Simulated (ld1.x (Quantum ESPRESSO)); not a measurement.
An all-electron radial function and its pseudo partner (Pt (Z = 78))

Columns: radius, all-electron u(r) and pseudo u(r) of the 5p shell (level -56.29 eV) of platinum in the configuration [Kr] 4d10 4f14 5s2 5p6 5d9 6s1 6p0; LDA (PZ), scalar-relativistic, TM scheme, ld1.x (Quantum ESPRESSO) 7.5.

```csv
r (bohr),all-electron,pseudo
0.105,-0.2993,-0.0237
0.210,-0.0301,-0.0937
0.315,0.5624,-0.2063
0.420,0.4679,-0.3552
0.525,0.0043,-0.5299
0.630,-0.4797,-0.7140
0.735,-0.8355,-0.8847
0.840,-1.0382,-1.0154
0.945,-1.1141,-1.0850
1.050,-1.1006,-1.0857
1.155,-1.0323,-1.0283
1.260,-0.9348,-0.9344
1.365,-0.8258,-0.8258
1.470,-0.7165,-0.7165
1.575,-0.6135,-0.6135
1.680,-0.5199,-0.5199
1.785,-0.4372,-0.4372
1.890,-0.3654,-0.3654
1.995,-0.3039,-0.3039
2.100,-0.2517,-0.2517
2.205,-0.2078,-0.2078
2.310,-0.1712,-0.1712
2.415,-0.1406,-0.1406
2.520,-0.1154,-0.1154
2.625,-0.0945,-0.0945
2.730,-0.0773,-0.0773
```

Question: How many radial nodes do the two functions have?

Answer: The all-electron 5p function has n − l − 1 = 3 (the table is too coarse to show those close to the nucleus); the pseudo-wave has 0, since the states of the same l below it are removed with the core.

Question: At about which radius was the pseudo-wave matched?

Answer: 1.40 bohr. The columns agree to 0.0005 from 1.26 bohr on; several derivatives are matched, so the curves merge somewhat inside the radius.

Question: Is the pseudo-wave norm-conserving?

Answer: Yes: the TM scheme keeps the norm inside the radius equal to the all-electron one, which fixes the energy derivative of the logarithmic derivative at the level.
